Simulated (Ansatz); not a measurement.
`FB1OC=CO1` → `OB(F)C1=CO1`  (isomerisation)

Gas-phase electronic energies from Ansatz, PBE0-D4/def2-TZVP geometries. CCSD(T)/CBS adds triple-zeta CCSD(T) − MP2 to the extrapolated MP2 energy (def2 sets, frozen cores). DFT in def2-TZVPP. B3LYP here is the variant with VWN-RPA as its local correlation; programs differ in this. HSE06 is defined as in plane-wave codes. Each species was taken in one conformer, which may not be the lowest.

Is it downhill or uphill in electronic energy at CCSD(T)/CBS, and by how much? (Best estimate.)

Ansatz gave: Uphill: ΔE = +357.0 kJ/mol.

What do these levels give: B3LYP-D4, r2SCAN0-D4, HSE06-D4, BHLYP-D4, B2PLYP, PBE, B3LYP, r2SCAN0, CAM-B3LYP, MP2/def2-SVP, CCSD(T)/def2-SVP, HF/def2-TZVPP? (Estimate.)

Ansatz gave: B3LYP-D4 345.5, r2SCAN0-D4 371.4, HSE06-D4 362.0, BHLYP-D4 379.6, B2PLYP 345.0, PBE 327.0, B3LYP 342.6, r2SCAN0 371.2, CAM-B3LYP 366.2, MP2/def2-SVP 383.2, CCSD(T)/def2-SVP 378.8, HF/def2-TZVPP 395.2 kJ/mol.

Largest T1 diagnostic among the species: 0.022, so the coupled-cluster value is less sure than usual.

From BLYP to BHLYP (50 % exact exchange), in def2-TZVPP and without D4, ΔE moves by +66.9 kJ/mol. Leaving LDA and LC-ωPBE aside and taking each functional with its dispersion term where it has one, the values, not all of them listed here, spread over 64.0 kJ/mol, from BLYP-D4 to BHLYP-D4. LDA lies +41.5 kJ/mol from PBE without D4. At CCSD(T), def2-SVP lies +21.8 kJ/mol from the extrapolated value and def2-TZVPP +1.9 kJ/mol.
